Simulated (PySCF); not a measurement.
C3H6OSi, SMILES [SiH3][C@@H]1C=CO1.

Geometry: PBE-D3(BJ)/def2-SVP. The structure was generated by enumeration; whether it is a known compound was not checked.

All values below come from TDA-PBE/def2-SVPD run with PySCF.

Vertical excitations. The molecule is in vacuum.

Computed excitation energies, oscillator strengths and character:
```json
[
 {"state": "S1", "energy (eV)": "5.35", "λ (nm)": "232", "f": "0.000", "main pairs": "HOMO→LUMO+1 96 %"},
 {"state": "S2", "energy (eV)": "5.56", "λ (nm)": "223", "f": "0.016", "main pairs": "HOMO→LUMO+2 94 %"},
 {"state": "S3", "energy (eV)": "5.80", "λ (nm)": "214", "f": "0.026", "main pairs": "HOMO→LUMO 40 %, HOMO→LUMO+3 29 %, HOMO→LUMO+4 24 %"},
 {"state": "S4", "energy (eV)": "6.01", "λ (nm)": "206", "f": "0.009", "main pairs": "HOMO→LUMO+3 66 %, HOMO→LUMO+4 26 %"},
 {"state": "S5", "energy (eV)": "6.35", "λ (nm)": "195", "f": "0.017", "main pairs": "HOMO→LUMO+5 94 %"},
 {"state": "S6", "energy (eV)": "6.53", "λ (nm)": "190", "f": "0.017", "main pairs": "HOMO→LUMO+4 32 %, HOMO→LUMO+6 23 %, HOMO→LUMO+7 16 %, HOMO→LUMO 14 %"},
 {"state": "S7", "energy (eV)": "6.76", "λ (nm)": "183", "f": "0.008", "main pairs": "HOMO→LUMO+7 61 %, HOMO→LUMO+6 36 %"},
 {"state": "S8", "energy (eV)": "6.98", "λ (nm)": "178", "f": "0.042", "main pairs": "HOMO→LUMO+6 31 %, HOMO→LUMO+8 19 %, HOMO→LUMO+7 17 %, HOMO→LUMO 9 %"},
 {"state": "S9", "energy (eV)": "7.11", "λ (nm)": "174", "f": "0.169", "main pairs": "HOMO−1→LUMO 73 %"},
 {"state": "S10", "energy (eV)": "7.23", "λ (nm)": "172", "f": "0.028", "main pairs": "HOMO−1→LUMO+1 74 %, HOMO→LUMO+8 19 %"},
 {"state": "T1", "energy (eV)": "3.97", "λ (nm)": "312", "f": "0", "main pairs": "HOMO→LUMO 97 %"},
 {"state": "T2", "energy (eV)": "5.24", "λ (nm)": "236", "f": "0", "main pairs": "HOMO→LUMO+1 72 %, HOMO→LUMO+2 28 %"},
 {"state": "T3", "energy (eV)": "5.34", "λ (nm)": "232", "f": "0", "main pairs": "HOMO→LUMO+2 72 %, HOMO→LUMO+1 28 %"},
 {"state": "T4", "energy (eV)": "5.93", "λ (nm)": "209", "f": "0", "main pairs": "HOMO→LUMO+3 99 %"}
]
```
Triplets are in the Tamm–Dancoff approximation.
